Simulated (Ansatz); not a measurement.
Geometry optimisation, RKS PBE0-D4/def2-SVP in Ansatz 0.2.0.

Input:

```yaml
crystal:
  periodic: [false, false, false]
  atoms:
    - { symbol: Hf, position_ang: [0.0, 0.0, 0.0] }
    - { symbol: F, position_ang: [0.0, 0.0, 2.33] }
    - { symbol: Cl, position_ang: [2.3764, 0.0, -0.8392] }
    - { symbol: Cl, position_ang: [-1.1869, 2.0563, -0.8392] }
    - { symbol: Cl, position_ang: [-1.1869, -2.0563, -0.8392] }
    - { symbol: H, position_ang: [-2.0403, 0.0, 0.6779] }
    - { symbol: H, position_ang: [-1.4831, 0.0, 1.7078] }
basis:
  gaussian: { orbitals: def2-SVP }
hamiltonian:
  xc: pbe0
  dispersion: d4
relax:
  f_tol: 0.15
  max_steps: 25
  restrain:
    - { distance: [0, 5], at: 3.05, k: 30.0 }
    - { distance: [6, 1], at: 2.12, k: 30.0 }
    - { distance: [0, 1], at: 1.98, k: 30.0 }
    - { distance: [6, 5], at: 0.66, k: 30.0 }
output:
  orbitals: {}
```

Launched with:

```bash
$ ansatz run input.yaml --threads 2 --pin off --max-ram 3072MiB --backend cpu --events-out ev --progress --plain --runs-dir out
```

Where does it end, and by what steps?

The forces met the threshold. The restraints hold the end off the free minimum; the threshold counts their pulls, which the force column leaves out. Restrained pairs: Hf1–H6 (2.15 → 3.05 Å), F2–H7 (1.61 → 2.13 Å), Hf1–F2 (2.33 → 1.94 Å), H6–H7 (1.17 → 0.72 Å). After 6 steps the energy has fallen by 3.283 eV (the restraints' own energy left out); H6 moved furthest, 0.82 Å.

```csv
step,energy less start (eV),largest force component (eV/Å),accepted
0,0.0000,3.721,yes
1,-1.1097,4.048,yes
2,-1.9840,4.729,yes
3,-2.8608,3.235,yes
4,-3.2490,1.460,yes
5,-3.2738,1.441,yes
6,-3.2828,1.428,yes
```

```xyz
7
Properties=species:S:1:pos:R:3
Hf 0.154 0.000 -0.095
F 0.172 0.000 1.846
Cl 2.388 0.000 -0.760
Cl -0.870 1.924 -0.931
Cl -0.870 -1.924 -0.931
H -2.542 0.000 1.327
H -1.953 0.000 1.741
```

The run took 27 s on 2 threads of Arm Neoverse V2, on a shared host, peak memory 0.27 GiB.
